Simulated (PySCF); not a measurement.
# Adding and removing an electron: KBi

ROHF-MP2; PySCF, scalar-relativistic core potentials, basis sets K def2-SVPD, Bi def2-SVPD with ECP60. Neutral (ROHF): triplet (π ↑↑), Re = 3.447 Å, ωe = 132 cm⁻¹, De = 0.69 eV.

KBi⁺ (UHF): quartet (σ ↑, π ↑↑), Re = 3.994 Å, ωe = 55.4 cm⁻¹. The energies at the minima are -812.80680 hartree for KBi and -812.63701 for KBi⁺.

Work out the adiabatic ionisation energy, without and with harmonic zero-point energies (1 hartree = 27.2114 eV, 1 eV = 8065.5 cm⁻¹), and the change of the bond length.

At MP2: 0.16979 hartree = 4.620 eV between the minima; the zero-point term (55.4 − 132.0)/2 cm⁻¹ = -0.005 eV makes it 4.615 eV. Re changes by +54.7 pm against the neutral. The electron leaves a σ orbital, and the ion is left as a loose complex of an ion and an atom.

Correlated steps freeze 9 core orbitals. UHF and ROHF references stand side by side, which adds small steps between rows. Correlated levels converge slowly with the basis: in double zeta they bind strong bonds too weakly, by up to about 1 eV, and carry superposition errors of some tenths. Spin–orbit coupling is left out, which matters for elements this heavy, above all for dissociation energies. States were picked by a PBE0 search and need not be the measured ground states.

Neutral and ion stand on different kinds of reference determinant, which adds to the error of the difference.
